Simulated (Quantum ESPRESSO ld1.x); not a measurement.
Results of a calculation; reference values are marked as such.
Question: Radial electron density D(r) = 4 pi r^2 rho(r) of an atom or ion with 1 electrons. Code: ld1.x of Quantum ESPRESSO 7.5. Model: scalar-relativistic Kohn-Sham, exchange-only LDA, spin-polarised, spherical densities, point nucleus.

```
   r/bohr * D(r) (the largest magnitude, 1.66, reaches the edge; | marks zero)
  0.02028 | *
  0.02457 |  *
  0.02977 |    *
  0.03607 |     *
   0.0437 |        *
  0.05296 |           *
  0.06468 |                *
  0.07837 |                     *
  0.09496 |                           *
   0.1151 |                                  *
   0.1394 |                                         *
   0.1689 |                                               *
   0.2047 |                                                    *
    0.248 |                                                      *
   0.3005 |                                                    *
   0.3641 |                                             *
   0.4412 |                                   *
   0.5346 |                        *
   0.6477 |               *
   0.7848 |        *
   0.9509 |      *
    1.152 |     *
    1.407 |     *
    1.705 |    *
    2.066 |  *
    2.504 | *
    3.033 |*
    3.676 *
    4.454 *
```

What is the nuclear charge?

Answer: Z = 4. The innermost maximum, from 1s, lies near gamma/Z bohr with gamma = sqrt(1 - (Z/c)^2) = 1.000, here 0.25 bohr (found: 0.246), and its height grows with Z. The density is that of the beryllium ion Be3+ in 1s0.75 2s0.25; the configuration itself is not fixed sharply by these data. D(r) has 2 maxima, at r = 0.246, 1.27 bohr, and minima at 1.12 bohr, inside which lie 0.80 electrons.
